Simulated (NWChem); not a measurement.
Molecule: GeH₄O; SMILES [OH][GeH3]

```xyz
6

Ge    -0.0072    -0.3404     0.0000
O     -0.0677     1.4416     0.0000
H      0.7212    -0.8550    -1.2605
H     -1.4784    -0.7712     0.0000
H      0.7212    -0.8550     1.2605
H      0.8076     1.8421     0.0000
```
Atoms are numbered in this order, from 1.

Program: NWChem. Structure relaxed at the PBE0/def2-SVP level. Ions are spin-unrestricted doublets at the neutral geometry; other ion states weren't tried. Functional: LC-ωPBE (HJS hole) with def2-SVP; rows give the range parameter ω in 1/bohr.

| range parameter (1/bohr) | vertical ionisation energy, ΔSCF (eV) | −ε(HOMO) (eV) | ΔSCF minus −ε(HOMO) (eV) |
|---|---|---|---|
| 0.15 | ___ | ___ | ___ |
| 0.20 | 10.67 | 9.30 | 1.37 |
| 0.30 | 10.94 | 10.28 | 0.66 |
| 0.50 | 11.35 | 11.61 | -0.26 |
| 0.60 | 11.42 | 12.03 | -0.61 |

**Question.** Fill in the missing entries.

**Answer.** 
- 0.15, vertical ionisation energy, ΔSCF (eV): 10.56
- 0.15, −ε(HOMO) (eV): 8.71
- 0.15, ΔSCF minus −ε(HOMO) (eV): 1.85
